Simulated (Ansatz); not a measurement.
GeH2O (SMILES [OH][GeH]) moved off its minimum; all values from Ansatz (a first-principles code), cores frozen in correlated methods.
(charge 0, multiplicity 1)
```xyz
4

Ge    -0.2760    -0.1782     0.3070
H     -1.5057    -0.0097    -0.8701
O      0.9114     0.6918    -0.5433
H      0.5941     0.9992    -1.6382
```

| level | largest force (eV/Å) | on atom | rms difference from CCSD(T)/aug-cc-pVTZ (eV/Å) | dipole (D) |
|---|---|---|---|---|
| HF/def2-TZVPP | 7.96 | O3 | 0.628 | 1.21 |
| PBE/def2-TZVPP | 7.06 | O3 | 0.191 | 1.04 |
| r2SCAN/def2-TZVPP | 7.00 | O3 | 0.139 | 1.13 |
| B3LYP/def2-TZVPP | 7.25 | O3 | 0.060 | 0.97 |
| wB97M-V/def2-TZVPP | 7.23 | O3 | 0.144 | 1.02 |
| MP2/aug-cc-pVTZ | 7.28 | O3 | 0.057 | 1.14 |
| CCSD(T)/aug-cc-pVTZ | 7.24 | O3 | 0.000 | 1.09 |

The differences count from one level among others, with limits of its own. Forces at CCSD(T)/aug-cc-pVTZ (eV/Å):

| atom | Fx | Fy | Fz |
|---|---|---|---|
| Ge1 | -2.737 | -1.306 | 0.789 |
| H2 | 0.543 | -0.199 | 0.653 |
| O3 | 0.688 | 2.867 | -6.610 |
| H4 | 1.507 | -1.362 | 5.169 |
